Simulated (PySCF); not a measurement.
Does the answer move with the share of exact exchange?

C6H18BN.
Atom-mapped SMILES: `[BH3-:1][N+:2]([CH2:3][CH3:4])([CH2:5][CH3:6])[CH2:7][CH3:8]` (hydrogens: H9, H10, H11 on B1; H12, H13 on C3; H14, H15, H16 on C4; H17, H18 on C5; H19, H20, H21 on C6; H22, H23 on C7; H24, H25, H26 on C8)

Torsions of this conformer, `[BH3-:1][N+:2]([CH2:3][CH3:4])([CH2:5][CH3:6])[CH2:7][CH3:8]`: B1–N2–C3–C4 -63°, B1–N2–C5–C6 179°, B1–N2–C7–C8 -56°.

PySCF, pcSseg-1 basis, density fitting, gas phase, PBE0-D3(BJ)/def2-SVP geometry. One functional is left out:

```csv
functional,exact exchange (%),HOMO energy (eV),LUMO energy (eV),dipole moment (D)
B97-D,0,-6.08,0.34,4.966
BP86,0,-6.19,0.24,4.972
B3LYP,20,-7.23,0.71,5.024
PBE0,25,-7.43,1.02,5.051
```

Predict the row of mPW1PW91 (25 % exact exchange) by straight lines through the other rows, and check it.

| property | line | computed | computed − line | PBE0 (25 %), for comparison |
| --- | --- | --- | --- | --- |
| HOMO energy (eV) | -7.46 | -7.46 | 0.00 | -7.43 |
| LUMO energy (eV) | 0.94 | 1.05 | +0.11 | 1.02 |
| dipole moment (D) | 5.046 | 5.052 | +0.006 | 5.051 |

Which of these properties follows the share of exact exchange most closely, and which least?

Most closely the HOMO energy, least the LUMO energy; the correlations over the tabulated rows are HOMO energy -0.997, dipole moment 0.992, LUMO energy 0.972. The HOMO energy moves by -0.528 eV for every 10 %. Functionals with the same share still differ in their other parts: at 0 % B97-D and BP86 differ by 0.11 eV in it.
